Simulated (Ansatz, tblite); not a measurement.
Cost and result up the ladder for Ge(vinyl)2(NCO)2 (C6H6GeN2O2) (17 atoms). Total charge 0; singlet. Geometry: PBE-D4/def2-SVP.

```xyz
17

Ge   -0.230    0.203    0.190
C     0.817    1.775   -0.240
C     1.684    1.791   -1.268
H     0.679    2.670    0.391
H     1.831    0.906   -1.911
H     2.277    2.689   -1.514
C    -0.005   -0.589    1.942
C     0.602   -1.774    2.129
H    -0.395   -0.020    2.805
H     0.997   -2.365    1.285
H     0.725   -2.211    3.135
N     0.204   -1.054   -1.090
C    -0.122   -2.096   -1.630
O    -0.371   -3.100   -2.202
N    -2.026    0.610    0.028
C    -2.888    1.068   -0.702
O    -3.781    1.496   -1.347
```

Ansatz on 4 threads of Arm Neoverse N1 on a shared host; xTB runs through tblite on one thread. Times are rough, summed over both states, and most runs start from the orbitals of an earlier one. PBE0-D4/def2-TZVP serves as the yardstick here, not as an exact answer. The other state is a triplet.

The xTB rows come from tblite.

xTB has no spin-polarisation term.

```
                         level  functions  wall time  vertical triplet (eV)  difference from PBE0-D4/def2-TZVP (eV)
                      GFN2-xTB         55     0.04 s                   4.22                                    0.16
                      GFN1-xTB         61    0.048 s                   4.39                                    0.34
PBE-D4/def2-TZVP (with forces)        394       38 s                   4.21                                    0.16
           r2SCAN-D4/def2-TZVP        394       76 s                   3.91                                   -0.14
             PBE0-D4/def2-TZVP        394       98 s                   4.05                                    0.00
```
